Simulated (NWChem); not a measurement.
B$_{2}$HO$_{2}$ cation; SMILES O=BB=[OH+]

```xyz
5

O      0.0017    -2.1615     0.0000
B     -0.0039    -0.9534     0.0000
B     -0.0032     0.6967     0.0000
O      0.0013     1.9281     0.0000
H      0.0074     2.9086     0.0000
```
Atoms are numbered in this order, from 1.

Program: NWChem. Pople sets run with spherical d functions. Coordinates come from a PBE-D3(BJ)/def2-SVP optimisation. Atomic charges in e: unrestrained fits to the electrostatic potential beside Mulliken populations; buried atoms are poorly determined by the fit.

For level B3LYP/def2-SVP:

```
Quantity     Result
-----------  ------
ESP O1        -0.24
Mulliken O1    0.14
Mulliken B2    0.09
ESP B3         0.77
Mulliken B3    0.26
ESP O4        -0.45
Mulliken O4    0.19
```

Task: How do the values read with level Hartree-Fock/6-31G* instead?

Result: ESP O1: -0.36
Mulliken O1: -0.27
Mulliken B2: 0.46
ESP B3: 0.99
Mulliken B3: 0.71
ESP O4: -0.66
Mulliken O4: -0.50
